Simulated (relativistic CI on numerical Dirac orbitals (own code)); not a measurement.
# Level scheme of Bi⁴¹⁺

Calculated at this level of theory: Dirac-Coulomb-Breit CI, orbitals from a KLI potential per configuration, a model potential for QED, unscaled Slater integrals (own radial code, finite nucleus).

CI space (outside the closed core [Ar] 3d10): 4s2 4p6 4d6, 4s2 4p6 4d5 4f, 4s2 4p5 4d7, 4s 4p6 4d7, 4s2 4p5 4d6 4f, 4s 4p6 4d6 4f, 4s2 4p6 4d5 5s, 4s2 4p6 4d4 4f 5s, 4s2 4p6 4d5 5d, 4s 4p6 4d6 5s, 4s2 4p6 4d5 6s, 4p6 4d8, 4p5 4d9, 4p5 4d8 4f, 4s2 4p6 4d4 5s2, 4s2 4p6 4d3 4f 5s2, 4s2 4p5 4d4 4f 5s2, 4s 4p6 4d4 4f 5s2. Double excitations out of closed p, d and f shells are left out; levels of such configurations are missing from the list, as are those of other unlisted configurations, and high levels can miss mixing partners.

The lowest level is 4s2 4p6 4d6 3F_4, with 40 % of that term; Hund's rules for 4s2 4p6 4d6 give 5D with J = 4, of which the calculation keeps J, while another term leads.

```tsv
No.	Configuration	Term	J	E (cm⁻¹)	%	Next component (%)	Lifetime (s)	jj configuration (%)
1	4s2 4p6 4d6	3F	4	0	40	31 5D		4d5/2^2 (97)
2	4s2 4p6 4d6	3P	2	30506	39	21 3D	8.80e+01	4d5/2^2 (96)
3	4s2 4p6 4d6	3P	0	105966	53	30 1S	2.68e-01	4d5/2^2 (91)
4	4s2 4p6 4d6	5D	3	231626	62	24 3F	3.09e-06	4d3/2^3 4d5/2^3 (97)
5	4s2 4p6 4d6	5D	4	237895	44	23 3H	3.37e-06	4d3/2^3 4d5/2^3 (96)
6	4s2 4p6 4d6	5D	1	252196	47	30 3P	2.78e-06	4d3/2^3 4d5/2^3 (97)
7	4s2 4p6 4d6	3G	5	269651	60	39 3H	1.50e-05	4d3/2^3 4d5/2^3 (99)
8	4s2 4p6 4d6	3H	6	269927	66	34 1I	6.65e-02	4d3/2^3 4d5/2^3 (99)
9	4s2 4p6 4d6	3F	2	297510	48	23 1D	4.95e-06	4d3/2^3 4d5/2^3 (96)
10	4s2 4p6 4d6	3D	3	303787	30	27 3G	7.23e-06	4d3/2^3 4d5/2^3 (98)
11	4s2 4p6 4d6	3P	0	339067	67	26 1S	1.05e-04	4d3/2^3 4d5/2^3 (89)
12	4s2 4p6 4d6	3P	1	357499	64	28 3D	6.81e-06	4d3/2^3 4d5/2^3 (96)
13	4s2 4p6 4d6	1G	4	358681	43	27 3G	9.43e-05	4d3/2^3 4d5/2^3 (96)
14	4s2 4p6 4d6	3D	2	360683	33	21 3P	2.04e-05	4d3/2^3 4d5/2^3 (91)
15	4s2 4p6 4d6	3F	3	367196	56	36 1F	9.83e-06	4d3/2^3 4d5/2^3 (99)
16	4s2 4p6 4d6	5D	2	489861	62	27 3P	1.37e-06	4d3/2^2 4d5/2^4 (96)
17	4s2 4p6 4d6	5D	0	504309	62	36 1S	1.23e-06	4d3/2^2 4d5/2^4 (96)
18	4s2 4p6 4d6	3H	4	514616	41	36 3F	1.67e-06	4d3/2^2 4d5/2^4 (98)
19	4s2 4p6 4d6	5D	3	526614	30	23 3D	1.81e-06	4d3/2^2 4d5/2^4 (94)
20	4s2 4p6 4d6	3H	5	530728	60	39 3G	2.98e-06	4d3/2^2 4d5/2^4 (99)
21	4s2 4p6 4d6	1I	6	544826	66	34 3H	4.82e-06	4d3/2^2 4d5/2^4 (99)
22	4s2 4p6 4d6	3F	3	556892	42	39 3G	2.66e-06	4d3/2^2 4d5/2^4 (98)
23	4s2 4p6 4d6	3D	1	566457	49	42 3P	2.16e-06	4d3/2^2 4d5/2^4 (95)
24	4s2 4p6 4d6	1G	4	576611	52	31 3G	3.33e-06	4d3/2^2 4d5/2^4 (96)
25	4s2 4p6 4d6	3F	2	581004	34	30 3P	2.91e-06	4d3/2^2 4d5/2^4 (96)
26	4s2 4p6 4d6	3F	2	630185	66	20 3P	1.83e-06	4d3/2^2 4d5/2^4 (98)
27	4s2 4p6 4d6	3F	4	644421	63	31 1G	2.87e-06	4d3/2^2 4d5/2^4 (98)
28	4s2 4p6 4d6	1D	2	715476	78	9 3P	3.04e-06	4d3/2^2 4d5/2^4 (96)
29	4s2 4p6 4d6	3P	1	777798	62	38 5D	7.77e-07	4d3/2 4d5/2^5 (98)
30	4s2 4p6 4d6	1S	0	786471	79	18 3P	2.06e-06	4d3/2^2 4d5/2^4 (93)
31	4s2 4p6 4d6	1G	4	827747	39	23 3F	1.13e-06	4d3/2 4d5/2^5 (97)
32	4s2 4p6 4d6	3P	2	850262	32	26 1D	1.20e-06	4d3/2 4d5/2^5 (96)
33	4s2 4p6 4d6	3F	3	857103	38	24 1F	1.29e-06	4d3/2 4d5/2^5 (97)
34	4s2 4p6 4d6	3P	0	1095183	59	28 1S	5.99e-07	4d5/2^6 (95)
35	4s2 4p5 4d7	5G°	6	1837910	65	29 3H°	1.25e-10	4p3/2^3 4d5/2^3 (93)
36	4s2 4p5 4d7	3G°	5	1862281	40	34 5F°	2.94e-11	4p3/2^3 4d5/2^3 (89)
37	4s2 4p5 4d7	3D°	3	1868416	45	14 3F°	4.29e-11	4p3/2^3 4d5/2^3 (84)
38	4s2 4p5 4d7	3P°	0	1876529	57	34 1S°	1.23e-10	4p3/2^3 4d5/2^3 (95)
39	4s2 4p6 4d5 4f	3F°	4	1882874	12	12 3G°	5.04e-11	4d5/2 4f5/2 (65)
40	4s2 4p5 4d7	3P°	2	1898145	25	19 3D°	2.09e-11	4p3/2^3 4d5/2^3 (67)
41	4s2 4p6 4d5 4f	3F°	3	1900235	13	11 3G°	9.08e-11	4d5/2 4f5/2 (73)
42	4s2 4p6 4d5 4f	5D°	1	1921430	19	16 3D°	3.38e-11	4d5/2 4f5/2 (66)
43	4s2 4p6 4d5 4f	3F°	2	1924238	23	14 3D°	2.08e-10	4d5/2 4f5/2 (78)
44	4s2 4p5 4d7	3F°	4	1925834	33	18 5D°	4.02e-11	4p3/2^3 4d5/2^3 (60)
45	4s2 4p6 4d5 4f	3G°	5	1939503	17	16 3H°	1.65e-10	4d5/2 4f5/2 (81)
```

Energies count from the lowest computed level; ° marks odd parity; lifetimes are radiative, by E1, M1, E2, M2, E3 decay to levels of this space only. Filled j subshells are mostly left out of the jj labels.

The mean weight of the leading LS term, summed over parents, in these 45 levels is 47 %, and that of the leading jj configuration (from the same eigenvectors) 92 %, so jj coupling describes them better and the LS labels are nominal.

At this charge energies of transitions that change n are usually good to better than 1 %, and those within a shell (Δn = 0) to a few per cent.

LS names give the leading component of a level, which can be under half, so a name can repeat, a term be missing and a line seem to break the LS rules.
